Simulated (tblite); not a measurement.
Compound: C₃H₉BOSi.
Numbering: `[BH2:1][CH2:2][SiH2:3][O:4][CH:5]=[CH2:6]` (hydrogens: H7, H8 on B1; H9, H10 on C2; H11, H12 on Si3; H13 on C5; H14, H15 on C6)

Computed with GFN2-xTB (tblite), gas phase: L-BFGS steps from a force-field or distance-geometry start until the largest atomic force falls under 0.01 eV/Å.

Step 18: E = -490.8290 eV
```
atom  x, y, z in Å  |  force x, y, z in eV/Å
B1     -2.9184   -0.4242   -0.0519    0.042   0.012  -0.040
C2     -1.7376    0.2607    0.7147    0.071   0.017  -0.096
Si3    -0.0084   -0.5431    0.6751    0.004   0.047   0.086
O4      0.6210   -0.1207   -0.7761    0.089   0.153   0.140
C5      1.8605    0.2890   -1.1077    0.024   0.063  -0.085
C6      3.0117   -0.1825   -0.6597   -0.138   0.062  -0.009
H7     -2.9053   -1.5445   -0.3786    0.064  -0.084   0.076
H8     -3.8710    0.2059   -0.2923   -0.108   0.086  -0.056
H9     -1.6581    1.3029    0.3919    0.048   0.013  -0.053
H10    -2.0876    0.3610    1.7454    0.141  -0.204   0.082
H11     0.8569    0.0136    1.7357   -0.123  -0.036  -0.051
H12     0.0148   -2.0057    0.7678   -0.079   0.027   0.012
H13     1.8407    1.1089   -1.8217   -0.050  -0.081  -0.032
H14     3.9244    0.2698   -1.0155   -0.058  -0.242   0.142
H15     3.0518   -0.9946    0.0512    0.072   0.167  -0.117
```

Step 19: E = -490.8389 eV
```
atom  x, y, z in Å  |  force x, y, z in eV/Å
B1     -2.9231   -0.4285   -0.0522    0.058   0.074  -0.042
C2     -1.7411    0.2580    0.7169    0.098  -0.008  -0.067
Si3    -0.0069   -0.5433    0.6727   -0.034   0.027   0.175
O4      0.6241   -0.0949   -0.7698    0.020   0.109   0.191
C5      1.8656    0.2986   -1.1089   -0.024  -0.008  -0.088
C6      3.0127   -0.1824   -0.6636   -0.116   0.092  -0.004
H7     -2.9117   -1.5541   -0.3729    0.044   0.004   0.104
H8     -3.8677    0.2160   -0.3033   -0.054   0.002  -0.050
H9     -1.6509    1.3013    0.3937   -0.013  -0.047  -0.014
H10    -2.0910    0.3534    1.7524    0.183  -0.196  -0.048
H11     0.8437    0.0083    1.7524   -0.131  -0.055  -0.105
H12     0.0191   -2.0105    0.7668   -0.067   0.112  -0.025
H13     1.8454    1.1026   -1.8364   -0.021   0.000  -0.078
H14     3.9276    0.2534   -1.0277   -0.001  -0.200   0.114
H15     3.0497   -0.9813    0.0584    0.059   0.095  -0.065
```

Step 20: E = -490.8512 eV
```
atom  x, y, z in Å  |  force x, y, z in eV/Å
B1     -2.9300   -0.4324   -0.0531    0.059   0.126  -0.059
C2     -1.7449    0.2520    0.7194    0.087  -0.033  -0.033
Si3    -0.0048   -0.5425    0.6767   -0.067   0.002   0.195
O4      0.6273   -0.0515   -0.7512   -0.046   0.061   0.206
C5      1.8708    0.3096   -1.1116   -0.097  -0.051  -0.064
C6      3.0129   -0.1814   -0.6684   -0.055   0.091   0.005
H7     -2.9239   -1.5653   -0.3620    0.016   0.107   0.131
H8     -3.8634    0.2309   -0.3224    0.039  -0.110  -0.027
H9     -1.6458    1.2956    0.3954   -0.059  -0.082   0.028
H10    -2.0956    0.3409    1.7591    0.217  -0.179  -0.166
H11     0.8257   -0.0017    1.7773   -0.113  -0.057  -0.112
H12     0.0318   -2.0143    0.7572   -0.062   0.179  -0.050
H13     1.8530    1.0907   -1.8599   -0.004   0.071  -0.125
H14     3.9312    0.2257   -1.0486    0.066  -0.136   0.060
H15     3.0512   -0.9600    0.0707    0.019   0.010   0.012
```

Step 21: E = -490.8674 eV
```
atom  x, y, z in Å  |  force x, y, z in eV/Å
B1     -2.9395   -0.4353   -0.0540    0.066   0.153  -0.097
C2     -1.7487    0.2405    0.7217    0.039  -0.042  -0.018
Si3    -0.0025   -0.5411    0.6876   -0.082   0.003   0.119
O4      0.6306    0.0174   -0.7155   -0.050   0.009   0.171
C5      1.8762    0.3232   -1.1166   -0.181  -0.054  -0.011
C6      3.0126   -0.1788   -0.6748    0.023   0.060   0.011
H7     -2.9435   -1.5774   -0.3433   -0.020   0.205   0.148
H8     -3.8558    0.2508   -0.3525    0.143  -0.233   0.014
H9     -1.6425    1.2837    0.3989   -0.085  -0.076   0.063
H10    -2.1003    0.3210    1.7637    0.227  -0.156  -0.223
H11     0.7985   -0.0185    1.8131   -0.062  -0.039  -0.062
H12     0.0543   -2.0151    0.7374   -0.062   0.205  -0.068
H13     1.8642    1.0715   -1.8967   -0.011   0.091  -0.130
H14     3.9367    0.1824   -1.0815    0.095  -0.073  -0.006
H15     3.0552   -0.9278    0.0908   -0.039  -0.052   0.089
```

**Question.** Estimate the geometry and energy of step 22. (The exact step hangs on the optimiser's Hessian estimate; all steps are aligned on step 21, rigid shifts and turns removed.)

**Answer.** E = -490.8835 eV, largest force 0.344 eV/Å
```
atom  x, y, z in Å  |  force x, y, z in eV/Å
B1     -2.9476   -0.4350   -0.0554    0.106   0.120  -0.128
C2     -1.7500    0.2270    0.7204   -0.018  -0.023  -0.034
Si3    -0.0007   -0.5395    0.6988   -0.078   0.059  -0.010
O4      0.6354    0.0902   -0.6724   -0.013  -0.049   0.066
C5      1.8782    0.3356   -1.1227   -0.175  -0.028   0.072
C6      3.0113   -0.1745   -0.6807    0.047   0.013   0.005
H7     -2.9609   -1.5842   -0.3206   -0.060   0.233   0.139
H8     -3.8462    0.2658   -0.3828    0.185  -0.287   0.044
H9     -1.6404    1.2701    0.4042   -0.084  -0.016   0.073
H10    -2.0972    0.2956    1.7625    0.181  -0.126  -0.169
H11     0.7687   -0.0365    1.8452    0.015  -0.007   0.048
H12     0.0728   -2.0093    0.7170   -0.052   0.138  -0.087
H13     1.8713    1.0510   -1.9346   -0.039   0.066  -0.089
H14     3.9421    0.1352   -1.1107    0.090  -0.012  -0.089
H15     3.0587   -0.8948    0.1099   -0.104  -0.080   0.160
```

The energy changes by -0.0161 eV. The first-order estimate −F·Δx gives -0.0232 eV and the mean of the old and new forces, exact on a quadratic surface, -0.0161 eV. The step makes an angle of 77° with the force vector and moves no atom by more than 0.085 Å.

What follows is the cost of the whole relaxation. Hardware: Arm Neoverse N1, one thread, no GPU, shared host with 64 logical CPUs at a one-minute load of 59. Cost: 1.3 s wall.
